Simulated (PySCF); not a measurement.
Al (SMILES [Al+]), charge +1, singlet. Base run: BLYP/cc-pVDZ (PySCF).

Geometry (Å):
```xyz
1

Al     0.0000     0.0000     0.0000
```
Charge +1, spin multiplicity 1.
All else is at PySCF's defaults.
Base energy -242.15194 Eh.

Each row names what was changed in the base input (with any setting that the change needs).

| change | ΔE vs base (mEh) | SCF cycles |
|---|---|---|
| base | 0.000 | 5 |
| diis = off (with mf.max_cycle = 100) | 0.000 | 8 |
| init_guess = sap | 0.000 | 5 |
| solver = newton; init_guess = 1e | 0.000 | - |
| init_guess = mod_huckel | 0.000 | 5 |
| conv_tol = 1e-6 | 0.000 | 4 |
| init_guess = 1e | 0.000 | 5 |
| conv_tol_grad = 1e-3 | 0.000 | 5 |
| diis_space = 2 | 0.000 | 6 |
| damp = 0.5; diis_start_cycle = 5 | 0.000 | 8 |
| diis = off; damp = 0.3 (with mf.diis_start_cycle = 200; with mf.max_cycle = 150) | 0.000 | 8 |
| conv_tol = 1e-4 | 0.000 | 4 |
| diis_space = 12 | 0.000 | 5 |
